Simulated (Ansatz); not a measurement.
Ge₃Te₃. Total charge 0; singlet. Geometry r2SCAN-D4/def2-SVP; atoms count from 1.

Cartesian coordinates in Å:
```
Ge -0.5730 -0.9893 -1.0734
Ge -0.3093 -0.7239 2.4138
Ge 1.8872 1.4981 -0.8356
Te -2.3272 -0.5053 0.8986
Te -0.3708 1.5248 -1.9864
Te 1.6932 -0.8043 0.5830
```

In the def2 sets Te takes a core potential; there is no spin–orbit coupling. Another isomer (singlet) lies 0.08 eV lower at PBE0-D4/def2-TZVP; other spin states weren't run for this one.

Q: Estimate the Mulliken populations from the PBE0/def2-TZVP orbitals of Ansatz.

A: 
```json
{"atom": "Ge1", "charge (e)": "0.22"}
{"atom": "Ge2", "charge (e)": "0.23"}
{"atom": "Ge3", "charge (e)": "0.22"}
{"atom": "Te4", "charge (e)": "-0.21"}
{"atom": "Te5", "charge (e)": "-0.21"}
{"atom": "Te6", "charge (e)": "-0.25"}
```
Mulliken values depend strongly on the basis.

Q: And the Mayer bond orders between heavy atoms (over 0.3)?

A: Ge1–Te4 0.91 (2.68 Å); Ge1–Te5 0.91 (2.68 Å); Ge1–Te6 0.69 (2.81 Å); Ge2–Te4 1.43 (2.53 Å); Ge2–Te6 0.88 (2.71 Å); Ge3–Te5 1.42 (2.53 Å); Ge3–Te6 0.88 (2.71 Å).
